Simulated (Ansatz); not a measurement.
ClFH4OSi2 can be A, `F[SiH](Cl)O[SiH3]`, or B, `O[SiH2][SiH](F)Cl`.

Gas-phase electronic energies from Ansatz, PBE0-D4/def2-TZVP geometries. CCSD(T)/CBS is the MP2 limit (def2-TZVPP, def2-QZVPP) plus CCSD(T) − MP2 in def2-TZVPP, frozen cores. Functionals use def2-TZVPP. B3LYP here is the variant with VWN-RPA as its local correlation; programs differ in this. One conformer a species, not always the lowest.

Task: Which is lower in electronic energy at CCSD(T)/CBS, and by how much? (An estimate is asked.)

Result: Ansatz gave: A, by 151.1 kJ/mol.

Task: Give E(B) − E(A) in kJ/mol with B2PLYP, HF/def2-TZVPP, ωB97M-V, CCSD(T)/def2-TZVPP, B3LYP-D4, PBE-D4, MP2/def2-TZVPP. (An estimate is asked.)

Result: The calculation gave: B2PLYP 153.6, HF/def2-TZVPP 177.4, ωB97M-V 151.9, CCSD(T)/def2-TZVPP 153.6, B3LYP-D4 147.0, PBE-D4 120.2, MP2/def2-TZVPP 159.8. None reverses the order clearly.

Largest T1 diagnostic: 0.012.

In def2-TZVPP, CCSD(T) changes the Hartree–Fock value by −23.8 kJ/mol (the triples alone add −3.6 kJ/mol) and MP2 by −17.7 kJ/mol. From PBE to PBE0 (25 % exact exchange), in def2-TZVPP and without D4, E(B) − E(A) moves by +12.0 kJ/mol.
